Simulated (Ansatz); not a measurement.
A structure relaxed at r2SCAN-D4/def2-SVP in Ansatz, charge 0, singlet:

```xyz
7

Pb   -2.441   -0.789   -0.121
Pb    1.151   -1.531    0.523
Pb    1.610    2.137    0.968
Pb   -0.651    1.783   -1.006
S     1.759    0.510   -1.168
S    -0.840   -2.646   -0.733
S    -0.588    0.536    1.536
```

(1) Give its formula.

(2) Summarise the bond lengths by kind (pairs closer than 1.2 times the sum of covalent radii, bridged metal pairs left out).

Results:

(1) Pb₄S₃.

(2) 9 × Pb–S 2.53 to 2.88 Å.

In the def2 sets Pb takes a core potential; there is no spin–orbit coupling. The restricted singlet is unstable towards broken spin symmetry in Hartree–Fock (as tested in another run); at r2SCAN-D4/def2-SVP this wasn't settled. Another isomer (singlet) lies 1.12 eV lower at PBE0-D4/def2-TZVP; other spin states weren't run for this one.
